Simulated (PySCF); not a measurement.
Mo(O)2(Cl)(OSiH3) (ClH3MoO3Si), SMILES [O]=[Mo]([Cl])([O][SiH3])=[O], multiplicity 1.

Geometry: PBE-D3(BJ)/def2-SVP. The multiplicity is an assumed one; other spin states were not compared. The def2 effective core potentials stand for the cores of Mo; spin–orbit coupling is left out. One conformer was computed; it need not be the lowest.

Calculation: PBE-D3(BJ)/def2-SVP run with PySCF 2.14.0.

Frequencies are harmonic and unscaled.

Computed vibrational spectrum:
| mode | ν (cm⁻¹) | IR (km/mol) | moving atoms (share of kinetic energy) |
|---|---|---|---|
| 1 | 20 | 0.4 | O 56 %, Si 17 %, H 17 % |
| 2 | 40 | 0.0 | H 91 %, O 8 % |
| 3 | 48 | 0.6 | Cl 29 %, Si 27 %, O 23 %, Mo 11 %, H 10 % |
| 4 | 150 | 3.2 | O 49 %, Cl 24 %, Si 17 % |
| 5 | 182 | 3.4 | O 61 %, Cl 23 %, Mo 16 % |
| 6 | 253 | 3.6 | O 88 %, Mo 8 % |
| 7 | 260 | 1.2 | O 70 %, Cl 20 % |
| 8 | 335 | 1.9 | O 81 %, Cl 11 % |
| 9 | 424 | 50.2 | Cl 43 %, Mo 28 %, O 23 % |
| 10 | 461 | 19.5 | Si 37 %, Mo 37 %, O 12 % |
| 11 | 677 | 39.5 | H 85 %, Si 8 % |
| 12 | 685 | 41.8 | H 83 %, Si 9 %, O 8 % |
| 13 | 904 | 873.3 | H 63 %, O 18 %, Si 17 % |
| 14 | 907 | 53.3 | H 96 % |
| 15 | 911 | 82.9 | H 94 % |
| 16 | 991 | 149.1 | O 81 %, Mo 19 % |
| 17 | 995 | 172.9 | O 63 %, H 28 % |
| 18 | 1016 | 110.5 | O 90 % |
| 19 | 2184 | 67.2 | H 99 % |
| 20 | 2198 | 91.2 | H 96 % |
| 21 | 2203 | 88.6 | H 96 % |
